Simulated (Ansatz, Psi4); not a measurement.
Intermolecular potential of Br2Ge ··· HCl (SMILES [Br][Ge][Br] and Cl). Monomers: optimised at B3LYP-D3(BJ) (def2-TZVP), held rigid. Orientation: lowest of the rigid-body minima from ten starts at GFN2-xTB. Only R, the distance of the centres of mass, is varied, so the lowest point isn't the relaxed dimer.

Levels of theory: PBE0/def2-TZVP, counterpoise-corrected (Psi4); HF/aug-cc-pVTZ, counterpoise-corrected (Psi4); SCS-MP2/aug-cc-pVTZ = DF-SCS-MP2/aug-cc-pVTZ, frozen core, counterpoise-corrected in Psi4 1.11; CCSD(T)/aug-cc-pVDZ = Ansatz (a first-principles code) with CCSD(T) on RHF/aug-cc-pVDZ, cores with 3d frozen, counterpoise-corrected.

Interaction energies in kcal/mol:

| R / Å | PBE0/def2-TZVP | HF/aug-cc-pVTZ | SCS-MP2/aug-cc-pVTZ |
|---|---|---|---|
| 2.79 | -0.59 | 5.49 | 0.52 |
| 2.98 | -2.35 | 2.32 | -1.75 |
| 3.15 | -2.92 | 0.70 | -2.67 |
| 3.42 | -2.91 | -0.59 | -3.02 |
| 3.65 | -2.54 | -1.00 | -2.81 |
| 3.99 | -1.91 | -1.10 | -2.25 |
| 4.46 | -1.21 | -0.89 | -1.50 |
| 5.19 | -0.58 | -0.53 | -0.76 |
| 6.16 | -0.25 | -0.27 | -0.34 |
| 7.49 | -0.11 | -0.13 | -0.14 |

Estimate the CCSD(T)/aug-cc-pVDZ values at these points.

2.79: 3.85; 2.98: 0.50; 3.15: -1.11; 3.42: -2.18; 3.65: -2.34; 3.99: -2.07; 4.46: -1.45; 5.19: -0.75; 6.16: -0.33; 7.49: -0.14 (kcal/mol).
